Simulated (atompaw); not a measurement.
Logarithmic derivatives: silver (Ag), PAW (atompaw)

```json
{
  "Element": "silver",
  "Generator": "atompaw 4.2.0.5",
  "Type": "PAW",
  "Functional": "PBE",
  "Relativity": "scalar-relativistic",
  "Frozen core": "[Ar] 3d10",
  "Valence charge": "19",
  "Reference configuration": "4s2 4p6 4d8 5s0 5p0 (charge +3)",
  "Partial waves": "4s (bound): rc 1.05 bohr; 5s (bound, empty): rc 1.40 bohr; 4p (bound): rc 1.10 bohr; 5p (bound, empty): rc 1.90 bohr; 4d (bound): rc 1.90 bohr; 4d channel at 1.55 Ry: rc 1.90 bohr",
  "Local potential": "ultrasoft scheme with l = 3 at -0.5 Ry, radius 1.30 bohr",
  "Core correction": "smooth core density matched at 1.85 bohr",
  "Augmentation charge": "besselshape compensation charge, radius 1.65 bohr; PAW radius 1.90 bohr; waves and projectors: modrrkj vanderbiltortho"
}
```

The phase is arctan(r·u′/u) with u = r·R(r), unwrapped; energies in Ry, scanned from -12 to 5 Ry. A pole is an energy at which the radial function vanishes at the test radius. The pseudo phase is shifted by a multiple of π to meet the all-electron one at the reference energy, and phase errors are pseudo minus all-electron; the curves can meet again beyond the range given. Levels narrower than the energy grid can be missing from the lists of poles.

```
channel  radius (bohr)  reference energy (Ry)  poles, all-electron  poles, pseudo  unbroken range about the reference energy with phases within 0.05 rad  phase error 1 Ry above the reference energy (rad)
      s           1.92                  -2.31          -9.69, 4.01    -9.69, 3.90                                                        the whole range                                             -0.000
      p           1.92                  -1.74                -6.84    -6.84, 4.83                                                        the whole range                                             -0.003
      d           1.92                  -3.21                -2.40          -2.46                                                            -3.5 to 0.2                                             -0.016
```

Phases in the d channel:

```csv
E (Ry),all-electron,pseudo
-12.00,1.400,1.401
-11.52,1.396,1.396
-11.04,1.391,1.391
-10.56,1.385,1.385
-10.08,1.379,1.379
-9.60,1.372,1.372
-9.12,1.364,1.365
-8.64,1.355,1.356
-8.16,1.345,1.345
-7.68,1.333,1.333
-7.20,1.318,1.319
-6.72,1.300,1.302
-6.24,1.277,1.279
-5.76,1.246,1.248
-5.28,1.200,1.204
-4.80,1.123,1.131
-4.32,0.964,0.981
-3.84,0.459,0.508
-3.36,-0.876,-0.860
-2.88,-1.402,-1.414
-2.40,-1.571,-1.587
-1.92,-1.659,-1.676
-1.44,-1.719,-1.739
-0.96,-1.770,-1.794
-0.48,-1.820,-1.851
0.00,-1.875,-1.917
0.48,-1.943,-2.004
0.96,-2.034,-2.129
1.44,-2.169,-2.335
1.92,-2.391,-2.701
2.40,-2.774,-3.281
2.88,-3.332,-3.827
3.36,-3.827,-4.153
3.84,-4.126,-4.337
4.32,-4.299,-4.451
4.80,-4.407,-4.530
```
